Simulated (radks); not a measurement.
Spherical quantum dot in the effective-mass picture: electrons in a parabolic well V = omega^2 r^2 / 2 with omega = 0.262, all in effective atomic units (hartree* = m*/eps^2 hartree, bohr* = eps/m* bohr), one dielectric constant everywhere. Method: non-relativistic Kohn-Sham, LDA (Slater exchange, Perdew-Wang correlation), spin-polarised, spherical densities; computed with a radial shooting solver with Libxc functionals. Levels are named by radial order and angular momentum (1s, 1p, 1d, 2s, ...), and open shells are averaged over m.

N = 22, configuration 1s2 1p6 1d10 2s2 1f(up 2, down 0). This is the lowest configuration that the search found. Occupied and some empty levels:

level,occupation,eigenvalue (hartree*),<r> (bohr*)
1s up,1,4.5534,4.328
1s down,1,4.5593,4.266
1p up,3,4.6224,5.061
1p down,3,4.6303,5.031
1d up,5,4.7117,5.561
1d down,5,4.7207,5.549
2s up,1,4.7623,4.414
2s down,1,4.7671,4.446
1f up,2,4.8179,5.955
1f down,0,4.8273,5.954
2p up,0,4.8891,5.015
2p down,0,4.8941,5.025
1g up,0,4.9387,6.289
1g down,0,4.9482,6.294
2d up,0,5.0243,5.533
2d down,0,5.0298,5.534

Energy (hartree*): total 63.1394, kinetic 3.8303, external 22.469, Hartree 41.449, exchange-correlation -4.6089.
